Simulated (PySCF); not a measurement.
This PySCF input asks for the NMR shieldings of [SiBr3]- (Br[Si-](Br)Br, [Br3Si]-); the geometry comes from PBE0-D3(BJ)/def2-SVP.

```python
import basis_set_exchange as bse
import numpy as np
from pyscf import gto, dft
from pyscf.prop import nmr

atoms = """
Si    0.001288    0.006644    0.862996
Br    2.094296   -0.033567   -0.290155
Br   -1.027058    1.821434   -0.295478
Br   -1.068526   -1.794511   -0.277364
"""
names = dict.fromkeys(["Si", "Br"], "pcSseg-1")
basis = {el: gto.basis.parse(bse.get_basis(n, elements=[el], fmt="nwchem")) for el, n in names.items()}
mol = gto.M(atom=atoms, basis=basis, charge=-1, verbose=0)
mf = dft.RKS(mol, xc="GGA_XC_KT2")
mf.grids.level = 2
mf.grids.alignment = dft.numint.BLKSIZE   # the property module wants whole blocks of grid points
mf.conv_tol = 1e-9
mf.kernel()

calc = nmr.RKS(mf)   # GIAO
sigma = calc.kernel()   # uncoupled for a functional without exact exchange
for i, s in enumerate(sigma):   # ppm
    print("%2d %-2s %9.2f" % (i, mol.atom_pure_symbol(i), np.trace(s) / 3))
```

Question: What does it print?

Answer: 
```
 0 Si    224.64
 1 Br   2171.20
 2 Br   2171.13
 3 Br   2169.88
```

These numbers come from an equivalent density-fitted implementation of the same equations, which agrees with the script to about 0.01 ppm for H and up to a few tenths of a ppm for heavy atoms, so last digits may differ.

Question: Turn these shieldings into chemical shifts. Chemical shifts δ = σref − σ; TMS for ²⁹Si (σ = 361.05 ppm); ⁷⁹Br (σ = 2576.58 ppm) against HBr, all at this level.

Answer: Averaging equivalent atoms: Si 0: 136.4; Br 1/2/3: 406 ppm. 

Relativistic effects, spin–orbit coupling among them, are left out; they matter for Br and for the light atoms bonded to it.

Size and cost of the density-fitted run: 147 basis functions, 18 s wall time on 1 thread of an Arm Neoverse V1, shared host.
